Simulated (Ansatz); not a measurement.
`N[SiH2]C[SiH2]N` + `CN[SiH3]` → `CN[SiH2][SiH2]N` + `C[SiH2]N`  (formal exchange of groups at the Si–C bond)

Isolated molecules relaxed with PBE0-D4/def2-TZVP in Ansatz; ΔE leaves out vibrations. CBS: MP2 limit from def2 TZ/QZ plus the TZ coupled-cluster correction, frozen cores. Functionals use def2-TZVPP. B3LYP here is the variant with VWN-RPA as its local correlation; programs differ in this. One conformer a species, not always the lowest.

`N[SiH2]C[SiH2]N`:

```xyz
15

N    -1.987   -0.382   -0.220
Si   -1.153    0.965    0.445
C     0.492    1.205   -0.412
Si    1.432   -0.391   -0.639
N     0.980   -1.479    0.635
H    -1.599   -1.298   -0.054
H    -2.994   -0.395   -0.222
H    -0.863    0.864    1.910
H    -2.044    2.143    0.254
H     1.095    1.914    0.165
H     0.328    1.648   -1.400
H     1.058   -1.076   -1.904
H     2.898   -0.105   -0.707
H     1.267   -2.443    0.559
H     1.090   -1.169    1.590
```

`CN[SiH3]`:

Cartesian coordinates in Å:
```
C -0.380 -0.898 1.001
N 0.435 0.168 0.461
Si 0.172 0.853 -1.090
H -0.362 -0.888 2.094
H -1.420 -0.752 0.697
H -0.078 -1.900 0.666
H 1.375 0.181 0.823
H -1.236 1.329 -1.166
H 0.371 -0.078 -2.243
H 1.123 1.985 -1.243
```

`CN[SiH2][SiH2]N`:

```xyz
15

C    -0.030    1.930    0.706
N     0.009    1.607   -0.706
Si    0.553    0.094   -1.316
Si   -0.592   -1.679   -0.294
N    -0.110   -1.765    1.369
H    -0.266    1.031    1.280
H    -0.813    2.665    0.916
H     0.919    2.327    1.091
H     0.127    2.413   -1.299
H     0.310    0.101   -2.785
H     2.023   -0.169   -1.130
H    -0.335   -2.922   -1.092
H    -2.065   -1.465   -0.307
H    -0.605   -2.391    1.987
H     0.876   -1.779    1.581
```

`C[SiH2]N`:

```xyz
10

C    -1.025    0.572   -0.762
Si    0.662    0.199   -0.041
N     0.728   -1.048    1.143
H    -0.957    1.376   -1.500
H    -1.725    0.888    0.016
H    -1.445   -0.306   -1.258
H     1.181    1.437    0.604
H     1.566   -0.209   -1.151
H     0.374   -0.894    2.073
H     0.640   -2.015    0.877
```

CCSD(T)/CBS gives +25.2 kJ/mol.

(1) Another level gave +16.1 kJ/mol. Which?
A. PBE0-D4/def2-TZVPP
B. CCSD/def2-TZVPP
C. B3LYP-D4/def2-TZVPP
D. PBE/def2-TZVPP

Largest T1 diagnostic among the species: 0.011.

Results:

(1) A. PBE0-D4 16.1, PBE 8.6, B3LYP-D4 21.2, CCSD/def2-TZVPP 26.1 kJ/mol.

From PBE to PBE0 (25 % exact exchange), in def2-TZVPP and without D4, ΔE moves by +5.1 kJ/mol. The D4 term adds +5.1 kJ/mol with B3LYP and +2.5 kJ/mol with PBE0; it sums over pairs of atoms, weighted by their polarisabilities, and B3LYP, whose exchange is more repulsive, gets the larger term.
